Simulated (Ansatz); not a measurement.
**Molecular dynamics of Al18In**

Input:

```yaml
accuracy: low
crystal:
  lattice:
    - [5.727565, 0.0, 0.0]
    - [4.295674, 7.440325, 0.0]
    - [0.0, 0.0, 15.676537]
  atoms:
    - { symbol: Al, position: [0.1666667, 0.1111111, 0.0637896] }
    - { symbol: Al, position: [0.6666667, 0.1111111, 0.0637896] }
    - { symbol: Al, position: [0.1666667, 0.4444444, 0.0637896] }
    - { symbol: Al, position: [0.6666667, 0.4444444, 0.0637896] }
    - { symbol: Al, position: [0.1666667, 0.7777778, 0.0637896] }
    - { symbol: Al, position: [0.6666667, 0.7777778, 0.0637896] }
    - { symbol: Al, position: [-0.16558619, 0.23443572, 0.21237174] }
    - { symbol: Al, position: [0.3646029, 0.21121612, 0.20631468] }
    - { symbol: Al, position: [-0.1889375, 0.56181452, 0.20604115] }
    - { symbol: Al, position: [0.32249929, 0.57486613, 0.20855972] }
    - { symbol: Al, position: [-0.14777229, 0.88226845, 0.21211603] }
    - { symbol: Al, position: [0.3315199, 0.89477272, 0.21238247] }
    - { symbol: Al, position: [-0.01534686, 0.01132744, 0.36061142] }
    - { symbol: Al, position: [0.50581216, 0.00715248, 0.36219601] }
    - { symbol: Al, position: [-0.00204613, 0.33258023, 0.35333577] }
    - { symbol: Al, position: [0.49702948, 0.35324056, 0.3546957] }
    - { symbol: Al, position: [-0.04366907, 0.66594995, 0.35624661] }
    - { symbol: Al, position: [0.46872784, 0.68000536, 0.35651285] }
    - { symbol: In, position: [-0.09760087, 0.84737157, 0.51848064] }
basis:
  ecutwfc: 420.0
kpoints:
  mp_grid: { grid: [3, 2, 1] }
hamiltonian:
  xc: pbe
  pseudopotentials: { kind: paw, azcp: { folder: soft_1 } }
scf:
  occupations: { method: fermi_dirac, width: 0.05 }
  lower_state_search: "off"
md:
  timestep: 2
  n_steps: 140
  ensemble: nvt_nose_hoover
  temperature: 600.0
  initial_velocities: maxwell_boltzmann
  seed: 463189
  nose_hoover: { tau: 200.0, chain_length: 5 }
  constraints: [{ sites: [0, 1, 2, 3, 4, 5] }]
```

Command:

```bash
$ ansatz run input.yaml --threads 1 --pin off --max-ram 3072MiB --backend cpu --events-out ev --progress --plain --runs-dir out
```

It goes on from the last frame of an earlier run, with new velocities.

Output, in part (step lines):

```
md step     0: t =     0.00 fs  T =   600.0 K  F+E_penalty+E_count = -15268.79295726 eV  E_kin = 1.008228 eV  conserved = -15267.78472927 eV  (12 SCF iters)
md step     1: t =     2.00 fs  T =   600.7 K  F+E_penalty+E_count = -15268.79410080 eV  E_kin = 1.009354 eV  conserved = -15267.78474628 eV  (8 SCF iters)
md step     2: t =     4.00 fs  T =   597.0 K  F+E_penalty+E_count = -15268.78791382 eV  E_kin = 1.003162 eV  conserved = -15267.78475216 eV  (8 SCF iters)
md step     3: t =     6.00 fs  T =   588.9 K  F+E_penalty+E_count = -15268.77435592 eV  E_kin = 0.989612 eV  conserved = -15267.78474487 eV  (8 SCF iters)
md step     4: t =     8.00 fs  T =   576.6 K  F+E_penalty+E_count = -15268.75360360 eV  E_kin = 0.968887 eV  conserved = -15267.78472296 eV  (8 SCF iters)
md step     5: t =    10.00 fs  T =   560.2 K  F+E_penalty+E_count = -15268.72607010 eV  E_kin = 0.941403 eV  conserved = -15267.78468539 eV  (3 SCF iters)
md step     6: t =    12.00 fs  T =   540.3 K  F+E_penalty+E_count = -15268.69241692 eV  E_kin = 0.907827 eV  conserved = -15267.78463199 eV  (3 SCF iters)
md step     7: t =    14.00 fs  T =   517.2 K  F+E_penalty+E_count = -15268.65355417 eV  E_kin = 0.869074 eV  conserved = -15267.78456358 eV  (3 SCF iters)
[... lines left out ...]
md step   140: t =   280.00 fs  T =   589.1 K  F+E_penalty+E_count = -15268.32427904 eV  E_kin = 0.989945 eV  conserved = -15267.78414230 eV  (8 SCF iters)
```

The steps, from the saved trajectory:

```
time (fs)  T (K)  potential energy less start (eV)  conserved less start (meV/atom)
        0    600                             0.000                             0.00
        8    577                             0.039                             0.00
       16    492                             0.182                             0.01
       24    383                             0.366                             0.03
       32    306                             0.497                             0.04
       40    290                             0.525                             0.04
       48    323                             0.473                             0.03
       56    374                             0.390                             0.02
       64    431                             0.300                             0.02
       72    484                             0.218                             0.02
       80    518                             0.168                             0.02
       88    530                             0.157                             0.02
       96    531                             0.166                             0.03
      104    533                             0.172                             0.03
      112    541                             0.169                             0.02
      120    534                             0.192                             0.01
      128    488                             0.281                             0.02
      136    422                             0.403                             0.04
      144    385                             0.475                             0.04
      152    380                             0.494                             0.02
      160    363                             0.534                             0.01
      168    324                             0.610                             0.04
      176    315                             0.637                             0.05
      184    370                             0.557                             0.04
      192    456                             0.430                             0.02
      200    512                             0.356                             0.01
      208    521                             0.364                             0.02
      216    508                             0.408                             0.04
      224    504                             0.437                             0.04
      232    516                             0.439                             0.04
      240    546                             0.413                             0.04
      248    605                             0.338                             0.04
      256    685                             0.230                             0.03
      264    736                             0.173                             0.01
      272    705                             0.252                             0.01
      280    589                             0.469                             0.03
```

The run went to its last step. The conserved energy stayed within 0.052 meV per atom of its start (net change 0.031 meV per atom), so the integration is sound. The mean temperature of the second half is 17 % below the set value. A run of 0.28 ps of so small a system gives no equilibrium averages. Limits of this set-up: coarse k mesh, thin slab, slab without dipole correction, low accuracy level.

Mean squared displacements from the first frame to the last: Al 0.09 Å², In 1.10 Å².

Last frame:

```xyz
19
Lattice="5.7276 0.0000 0.0000 4.2957 7.4403 0.0000 0.0000 0.0000 15.6765" Properties=species:S:1:pos:R:3
Al 1.432 0.827 1.000
Al 4.296 0.827 1.000
Al 2.864 3.307 1.000
Al 5.728 3.307 1.000
Al 4.296 5.787 1.000
Al 7.160 5.787 1.000
Al 0.058 1.261 3.224
Al 2.865 1.359 3.437
Al 1.383 3.935 3.330
Al 4.215 4.114 3.312
Al 2.837 6.466 3.397
Al 5.796 6.516 3.365
Al 0.378 0.058 5.823
Al 3.315 -0.015 5.881
Al 1.607 2.344 5.993
Al 4.520 2.227 5.415
Al 2.790 4.867 5.806
Al 5.695 4.804 5.719
In 3.946 5.732 8.276
```

The run took 15 min on 1 thread of Arm Neoverse V2, on a shared host, peak memory 0.75 GiB.
